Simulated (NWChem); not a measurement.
System: SnCl2, singlet; SMILES [Cl][Sn][Cl]

Here is an NWChem input.

```
start job
memory heap 200 mb stack 900 mb global 1100 mb
geometry units angstroms noautosym nocenter noautoz
  Sn     0.000000     0.000000     0.633027
  Cl    -1.844009     0.000000    -0.919961
  Cl     1.844009     0.000000    -0.919961
end
basis spherical
  Sn library def2-tzvp
  Cl library def2-tzvp
end
ecp
  Sn library def2-ecp
end
dft
  xc b3lyp
  iterations 150
end
property
  response 1 0.0
end
task dft property
```

NWChem printed, in part:

```
             Northwest Computational Chemistry Package (NWChem) 7.3.0
             --------------------------------------------------------

                             Geometry "geometry" -> ""
                             -------------------------

 Output coordinates in angstroms (scale by  1.889725989 to convert to a.u.)

  No.       Tag          Charge          X              Y              Z
 ---- ---------------- ---------- -------------- -------------- --------------
    1 Sn                  50.0000     0.00000000     0.00000000     0.63302700
    2 Cl                  17.0000    -1.84400900     0.00000000    -0.91996100
    3 Cl                  17.0000     1.84400900     0.00000000    -0.91996100

 Effective nuclear repulsion energy (a.u.)     414.6160935735

                                 NWChem DFT Module
                                 -----------------

 Summary of "ao basis" -> "ao basis" (spherical)
 ------------------------------------------------------------------------------
       Tag                 Description            Shells   Functions and Types
 ---------------- ------------------------------  ------  ---------------------
 Sn                        def2-tzvp                16       50   6s5p3d2f
 Cl                        def2-tzvp                13       37   5s5p2d1f

            General Information
            -------------------
          SCF calculation type: DFT
          Wavefunction type:  closed shell.
          No. of atoms     :     3
          No. of electrons :    56
           Alpha electrons :    28
            Beta electrons :    28
          Charge           :     0
          Spin multiplicity:     1
          Use of symmetry is: off; symmetry adaption is: off
          Maximum number of iterations: 150
          AO basis - number of functions:   124
                     number of shells:    42
          Convergence on energy requested:  1.00D-06
          Convergence on density requested:  1.00D-05
          Convergence on gradient requested:  5.00D-04

              XC Information
              --------------
                         B3LYP Method XC Potential
                     Hartree-Fock (Exact) Exchange  0.200
                        Slater Exchange Functional  0.800 local
                    Becke 1988 Exchange Functional  0.720 non-local
              Lee-Yang-Parr Correlation Functional  0.810
                  VWN I RPA Correlation Functional  0.190 local

             Grid Information
             ----------------
          Grid used for XC integration:  medium
          Radial quadrature: Mura-Knowles
          Angular quadrature: Lebedev.
          Tag              B.-S. Rad. Rad. Pts. Rad. Cut. Ang. Pts.
          ---              ---------- --------- --------- ---------
          Sn                  1.45      123           8.0       590
          Cl                  1.00       88          10.0       590
          Grid pruning is: on
          Number of quadrature shells:   299
          Spatial weights used:  Erf1

      Superposition of Atomic Density Guess
      -------------------------------------

 Sum of atomic energies:       -1168.06748091

      Non-variational initial energy
      ------------------------------

 Total energy =   -1132.358561
 1-e energy   =   -2056.648387
 2-e energy   =     718.637045
 HOMO         =      -0.302283
 LUMO         =      -0.054469

   convergence    iter        energy       DeltaE   RMS-Dens  Diis-err
 ---------------- ----- ----------------- --------- --------- ---------
 d= 0,ls=0.0,diis     1  -1134.8694063191 -1.34D+03  1.54D-02  1.21D+00
 d= 0,ls=0.0,diis     2  -1134.7365943468  1.33D-01  9.88D-03  1.33D+00
 d= 0,ls=0.0,diis     3  -1134.9191967670 -1.83D-01  2.77D-03  2.31D-01
 d= 0,ls=0.0,diis     4  -1134.9504556543 -3.13D-02  5.89D-04  2.83D-03
 d= 0,ls=0.0,diis     5  -1134.9509247962 -4.69D-04  1.24D-04  3.64D-04
  Resetting Diis
 d= 0,ls=0.0,diis     6  -1134.9509645681 -3.98D-05  4.40D-05  5.08D-05
 d= 0,ls=0.0,diis     7  -1134.9509710851 -6.52D-06  1.10D-05  8.96D-07
 d= 0,ls=0.0,diis     8  -1134.9509711262 -4.11D-08  4.39D-06  5.14D-07

         Total DFT energy =    -1134.950971126215
      One electron energy =    -2058.325387804432
           Coulomb energy =      792.428019167811
    Exchange-Corr. energy =      -74.706383224689
 Nuclear repulsion energy =      205.652780735096

 Numeric. integr. density =       55.999999616544

                       DFT Final Molecular Orbital Analysis
                       ------------------------------------

 Vector   26  Occ=2.000000D+00  E=-3.175840D-01
              MO Center= -1.6D-07, -6.8D-09, -8.8D-01, r^2= 4.5D+00
   Bfn.  Coefficient  Atom+Function         Bfn.  Coefficient  Atom+Function
  ----- ------------  ---------------      ----- ------------  ---------------
    66      0.372319  2 Cl py               103     -0.372319  3 Cl py
    69      0.261605  2 Cl py               106     -0.261605  3 Cl py
    63      0.182613  2 Cl py               100     -0.182613  3 Cl py
    57     -0.147514  2 Cl py                94      0.147514  3 Cl py
    60     -0.067920  2 Cl py                97      0.067920  3 Cl py

 Vector   27  Occ=2.000000D+00  E=-3.088224D-01
              MO Center= -4.4D-07, -1.1D-09, -8.7D-01, r^2= 4.7D+00
   Bfn.  Coefficient  Atom+Function         Bfn.  Coefficient  Atom+Function
  ----- ------------  ---------------      ----- ------------  ---------------
    65      0.316593  2 Cl px               102      0.316592  3 Cl px
    67     -0.216202  2 Cl pz                68      0.216255  2 Cl px
   104      0.216202  3 Cl pz               105      0.216255  3 Cl px
    62      0.153157  2 Cl px                99      0.153157  3 Cl px
    70     -0.152178  2 Cl pz               107      0.152178  3 Cl pz

 Vector   28  Occ=2.000000D+00  E=-2.908156D-01
              MO Center= -6.1D-08, -6.6D-09, -8.8D-02, r^2= 4.8D+00
   Bfn.  Coefficient  Atom+Function         Bfn.  Coefficient  Atom+Function
  ----- ------------  ---------------      ----- ------------  ---------------
     5      0.377019  1 Sn s                  6      0.368555  1 Sn s
    67     -0.302453  2 Cl pz               104     -0.302453  3 Cl pz
     2      0.289460  1 Sn s                  3     -0.242881  1 Sn s
    70     -0.224108  2 Cl pz               107     -0.224108  3 Cl pz
     1     -0.182926  1 Sn s                 18      0.176094  1 Sn pz

 Vector   29  Occ=0.000000D+00  E=-1.275991D-01
              MO Center=  1.6D-08, -3.4D-10,  5.6D-01, r^2= 3.7D+00
   Bfn.  Coefficient  Atom+Function         Bfn.  Coefficient  Atom+Function
  ----- ------------  ---------------      ----- ------------  ---------------
    17      0.555664  1 Sn py                11     -0.356568  1 Sn py
    14      0.333403  1 Sn py                20      0.292716  1 Sn py
    69     -0.166286  2 Cl py               106     -0.166286  3 Cl py
    66     -0.140879  2 Cl py               103     -0.140879  3 Cl py
    63     -0.080833  2 Cl py               100     -0.080833  3 Cl py

 Vector   30  Occ=0.000000D+00  E=-4.471454D-02
              MO Center=  8.9D-08,  8.8D-09,  7.5D-01, r^2= 5.1D+00
   Bfn.  Coefficient  Atom+Function         Bfn.  Coefficient  Atom+Function
  ----- ------------  ---------------      ----- ------------  ---------------
    19      0.576275  1 Sn px                16      0.425389  1 Sn px
    13      0.302559  1 Sn px                10     -0.297472  1 Sn px
    55      0.216326  2 Cl s                 92     -0.216326  3 Cl s
    70      0.195239  2 Cl pz               107     -0.195239  3 Cl pz
    35     -0.174355  1 Sn d  1              67      0.153485  2 Cl pz

 Vector   31  Occ=0.000000D+00  E=-4.257644D-02
              MO Center= -5.7D-08,  3.4D-09,  4.8D-01, r^2= 5.3D+00
   Bfn.  Coefficient  Atom+Function         Bfn.  Coefficient  Atom+Function
  ----- ------------  ---------------      ----- ------------  ---------------
    21      0.553502  1 Sn pz                 5     -0.482033  1 Sn s
    18      0.411638  1 Sn pz                15      0.283176  1 Sn pz
    12     -0.278150  1 Sn pz                68      0.248093  2 Cl px
   105     -0.248093  3 Cl px                55      0.232207  2 Cl s
    92      0.232207  3 Cl s                  2     -0.223361  1 Sn s

     Multipole analysis of the density
     ---------------------------------

     L   x y z        total         alpha         beta         nuclear
     -   - - -        -----         -----         ----         -------
     0   0 0 0     -0.000000    -28.000000    -28.000000     56.000000

     1   1 0 0     -0.000000     -0.000000     -0.000000      0.000000
     1   0 1 0     -0.000000     -0.000000     -0.000000      0.000000
     1   0 0 1      1.400432     17.095554     17.095554    -32.790677

     2   2 0 0    -42.195477   -227.527669   -227.527669    412.859860
     2   1 1 0     -0.000000     -0.000000     -0.000000      0.000000
     2   1 0 1      0.000000      0.000000      0.000000      0.000000
     2   0 2 0    -34.584817    -17.292409    -17.292409      0.000000
     2   0 1 1     -0.000000     -0.000000     -0.000000      0.000000
     2   0 0 2    -37.100342    -85.670236    -85.670236    134.240129

 *** CALLING NEW AORESP DRIVER FOR CLOSED AND OPEN SHELLS ***
 Entering AOResponse driver routine

[...]

 DFT Linear Response polarizability / au
 Frequency  =       0.0000000 / au
              X              Y              Z
 -----------------------------------------------
 X      81.4082457     -0.0000000     -0.0000010
 Y      -0.0000000     43.1711369      0.0000002
 Z      -0.0000010      0.0000002     65.0263891
 -----------------------------------------------
 Eigenvalues =      81.4082457     43.1711369     65.0263891
 Isotropic   =      63.2019239
 Anisotropic =      33.2272010
 -----------------------------------------------

 Magnetic Dipole Response Matrix (nonzero elements):

 Exiting AOResponse driver routine
```

Level: B3LYP/def2-TZVP with def2 effective core potentials on Sn. Low-valent species are run as closed-shell singlets; no triplet was tried in these runs. The geometry was optimised at PBE-D3(BJ)/def2-SVP. def2 effective core potentials on Sn; no spin-orbit coupling.
